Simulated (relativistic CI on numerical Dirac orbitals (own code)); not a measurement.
## Hyperfine structure of F6+, mass number 19

Computed by Dirac-Coulomb-Breit CI, separate exchange-only KLI orbitals for each configuration, model QED (radiative potential, 1s self-energy scaled to tabulated hydrogen-like ionisation energies), unscaled Slater integrals (own radial code, finite nucleus).

Configurations in the expansion (outside the closed core 1s2): 2s, 2p, 3s, 3p, 3d, 4s, 4p, 4f, 4d, 5s, 5p, 5g, 5f, 5d. Levels of other configurations are missing.

Nuclear spin I = 1/2, μ = 2.62832 μN (tables of Stone and Pyykkö). The electronic factors are computed for point nuclear moments, without core polarisation or the Bohr-Weisskopf and QED corrections.

```
    Level  E (cm⁻¹)  A (MHz)
 2s ²S1/2         0    84790
2p ²P°1/2    113158    23380
2p ²P°3/2    114114     4646
 3s ²S1/2    853716    24340
3p ²P°1/2    884537     7203
3p ²P°3/2    884813     1431
 3d ²D3/2    894472    691.2
 3d ²D5/2    894558      296
```

Levels with J = 0, under 50 % of one LS term, or S terms without an open s electron are left out. Small factors come from cancelling terms and can be off by tens of per cent or more.

At this charge configurations can still be misplaced by up to about 7 % of their energy. 9 of the 9 excited levels that our extract of the measured tables holds in this range could be paired (the sources list more); they are missed by 1009 cm⁻¹ on average and 1189 at most, and levels without a partner can miss by more.

Task: Give the hyperfine levels of 2s ²S1/2 relative to its centre of gravity.

Result: With K = F(F + 1) − I(I + 1) − J(J + 1), E = AK/2: F = 0: -63600, F = 1: 21200 MHz.
